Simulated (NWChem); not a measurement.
# Polarisability of HSi (+1)

```xyz
2

Si     0.0000     0.0000     0.1028
H      0.0000     0.0000    -1.4391
```
Charge +1, spin multiplicity 1.

Program: NWChem. The geometry was optimised at PBE/def2-SVP, a minimum by its harmonic frequencies.

Basis set: def2-SVPD. Static limit.

| method | isotropic polarisability (bohr³) | difference from CCSD linear response |
|---|---|---|
| HF | 21.70 | +1.15 |
| BHandHLYP | 21.07 | +0.52 |
| CCSD linear response | 20.55 | 0.00 |
| B3LYP | 20.94 | +0.40 |
| PBE | 21.08 | +0.54 |

The values span 1.15 bohr³, from CCSD linear response (lowest) to HF (highest). 

The correlated methods keep 5 core orbitals frozen. B3LYP has NWChem's definition, with VWN1-RPA local correlation. The structure started from a generated list of species. Differences from the coupled-cluster row are differences between methods, not errors against experiment.
